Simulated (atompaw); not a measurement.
## PBE PAW (atompaw) dataset for phosphorus (P), scalar-relativistic all-electron reference.

| Quantity | Value |
| --- | --- |
| Element | phosphorus (P) |
| Generator | atompaw 4.2.0.5 |
| Type | PAW |
| Functional | PBE |
| Relativity | scalar-relativistic |
| Frozen core | [Ne] |
| Valence charge | 5 |
| Reference configuration | 3s2 3p3 |
| Partial waves | 3s (bound): rc 1.70 bohr; 3s channel at -0.55 Ry: rc 1.70 bohr; 3p (bound): rc 1.70 bohr; 3p channel at 4.4 Ry: rc 1.70 bohr; 3d channel at 0.05 Ry: rc 1.70 bohr; 3d channel at 0.75 Ry: rc 1.70 bohr |
| Local potential | bessel scheme, radius 1.15 bohr |
| Core correction | smooth core density matched at 1.40 bohr |
| Augmentation charge | sinc compensation charge, radius 1.65 bohr; PAW radius 1.70 bohr; waves and projectors: custom rrkj gramschmidtortho |

All-electron outer shells of the reference configuration (PBE, scalar-relativistic, ld1.x):

| shell | level (eV) | outermost node (bohr) | outermost maximum (bohr) |
| --- | --- | --- | --- |
| 2s | -173.99 | 0.14 | 0.42 |
| 2p | -124.49 | – | 0.36 |
| 3s | -13.97 | 0.65 | 1.58 |
| 3p | -5.51 | 0.64 | 1.83 |

Results:

* Cutoffs needed: 12 Ry and 25 Ry (the cutoffs (Ry, on a coarse ladder) from which the occupation-weighted sum of valence levels, in a spherical-Bessel basis at the reference potential, stays within 10 and 1 mRy of its value at 400 Ry)
* Ghost test: no extra level below or beside the all-electron valence levels (s, p, d, f tested) (spherical-Bessel basis up to 400 Ry, 20 bohr box)
* Lowest eigenvalue of the overlap operator: 0.44 (s channel)
* Overlap eigenvalues printed by atompaw (projector basis): 0.00376, 0.613, 1.14, 1.46, 4.07, 20.9
* Share of each valence orbital outside the PAW sphere: 3s 56 %, 3p 72 %

Generation and tests took about 1.9 s on one core of a shared server CPU.
